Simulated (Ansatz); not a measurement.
Al(H)(OH)(nPr) (C₃H₉AlO), SMILES CC[CH2][AlH][OH]. Atoms are numbered in the order given.

```xyz
14

Al    -0.3955     1.1928     0.5698
H     -1.9586     1.2854     0.8434
O      0.5999     2.5138     1.0080
H      0.2999     3.3322     1.4137
C      0.4930    -0.3469    -0.2483
C     -0.4000    -1.5523    -0.5855
C      0.3582    -2.7149    -1.2282
H      1.3158    -0.6589     0.4243
H      1.0076     0.0102    -1.1621
H     -0.9049    -1.9121     0.3297
H     -1.2169    -1.2365    -1.2598
H      0.8394    -2.4001    -2.1694
H     -0.3079    -3.5629    -1.4579
H      1.1551    -3.0838    -0.5607
```

Coordinates come from a B3LYP-D3(BJ)/def2-SVP optimisation. Other conformers were not sampled.

Two levels are set side by side: PBE-D3(BJ)/def2-SVP (Ansatz, a program for electronic structure) and B3LYP-D3(BJ)/def2-SVP (Ansatz). Each level has its own optimised geometry; the coordinates shown are those of the second. Differences are taken from unrounded values.

```
quantity              B3LYP-D3(BJ)  PBE-D3(BJ)  PBE-D3(BJ) minus B3LYP-D3(BJ)
--------------------  ------------  ----------  -----------------------------
mean bond length (Å)         1.309       1.317                          0.008
bond Al1–O3 (Å)              1.711       1.727                          0.016
bond Al1–C5 (Å)              1.957       1.964                          0.007
bond C5–C6 (Å)               1.538       1.540                          0.003
bond C6–C7 (Å)               1.530       1.531                          0.002
bond Al1–H2 (Å)              1.590       1.606                          0.016
bond O3–H4 (Å)               0.961       0.970                          0.009
bond C5–H8 (Å)               1.108       1.113                          0.006
bond C5–H9 (Å)               1.108       1.117                          0.009
bond C6–H10 (Å)              1.105       1.113                          0.008
bond C6–H11 (Å)              1.105       1.113                          0.008
bond C7–H12 (Å)              1.103       1.110                          0.007
bond C7–H13 (Å)              1.103       1.110                          0.007
bond C7–H14 (Å)              1.103       1.110                          0.007
```

Exact exchange shortens and stiffens bonds; PBE has none. Differences between two approximate levels are no errors against the true value.
